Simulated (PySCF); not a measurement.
## Peak assignment

Geometry:
| atom | x (Å) | y (Å) | z (Å) |
| --- | --- | --- | --- |
| C1 | -1.900 | 0.553 | 1.692 |
| C2 | -1.464 | 1.074 | 0.327 |
| C3 | -0.486 | 0.133 | -0.402 |
| C4 | -1.089 | -1.252 | -0.625 |
| C5 | -0.089 | 0.748 | -1.745 |
| O6 | 0.654 | 0.029 | 0.423 |
| Si7 | 2.043 | -0.763 | 0.285 |
| P8 | 2.941 | -0.302 | 2.274 |
| H9 | -2.443 | 1.327 | 2.228 |
| H10 | -1.028 | 0.274 | 2.278 |
| H11 | -2.549 | -0.313 | 1.593 |
| H12 | -0.957 | 2.032 | 0.460 |
| H13 | -2.336 | 1.237 | -0.308 |
| H14 | -2.057 | -1.168 | -1.113 |
| H15 | -0.426 | -1.845 | -1.250 |
| H16 | -1.211 | -1.763 | 0.326 |
| H17 | -0.968 | 0.903 | -2.365 |
| H18 | 0.599 | 0.087 | -2.265 |
| H19 | 0.403 | 1.704 | -1.584 |
| H20 | 2.846 | -0.313 | -0.863 |
| H21 | 1.888 | -2.218 | 0.149 |
| H22 | 3.533 | 0.887 | 1.889 |
| H23 | 4.092 | -1.023 | 2.021 |

Calculated, not measured (PySCF): PBE0/pcSseg-1 with gauge-including orbitals, geometry: GFN2-xTB. One averaged value for each set of equivalent atoms, isolated molecule, relativity neglected, one conformer.

Referencing at the same level of theory: $^{13}$C (186.93 ppm) and $^{1}$H (31.72 ppm) vs TMS.

(1) Assign these signals to the numbered atoms. $^{13}$C{$^{1}$H} NMR (computed): δ 75.0, 40.9, 30.2, 9.7.

(2) Assign these signals to the numbered atoms. $^{1}$H NMR (300 MHz, computed): δ 5.55 (m, 2H), 1.41 (q, 2H), 1.32 (s, 6H), 1.15 (t, 3H), 0.93 (m, 2H).

## Answers

(1) 
75.0 → C3, fully substituted sp3 carbon bonded to O: pulled downfield by the heteroatom
40.9 → C2, sp3 CH2: aliphatic region, no heteroatom directly attached
30.2 → C4/C5, methyl carbon: aliphatic region, no heteroatom directly attached
9.7 → C1, methyl carbon

(2) 
```tsv
δ (ppm)	atoms	environment	reason
5.55	H20/H21	hydrogen on a silicon bonded to O, P	–
1.41	H12/H13	hydrogen on an sp3 CH2	–
1.32	H14/H15/H16/H17/H18/H19	hydrogen on a methyl carbon	–
1.15	H9/H10/H11	hydrogen on a methyl carbon	far from electronegative atoms and π systems
0.93	H22/H23	hydrogen on a phosphorus bonded to Si	–
```

H12/H13 and H14/H15/H16/H17/H18/H19 lie closer than the usual error of such a calculation, so a measured spectrum could show them in the other order.

Splittings by $^{31}$P in the carbon and heteronuclear signals aren't shown, as no couplings were computed. Shifts are as computed. Against solution values, carbons near 30 ppm lie about +3 ppm off and those near 130 ppm about +5 ppm. Of 1211 compounds with measured shifts, 218 miss one by over three times the rms of a fit or turn the order of signals round; such compounds aren't used in these exercises. No couplings were computed; multiplicities are counted from neighbouring protons, with m where these are inequivalent, close in shift, in a saturated or five-membered ring or joined by F or P, and br s for small geminal =CH2 splittings.
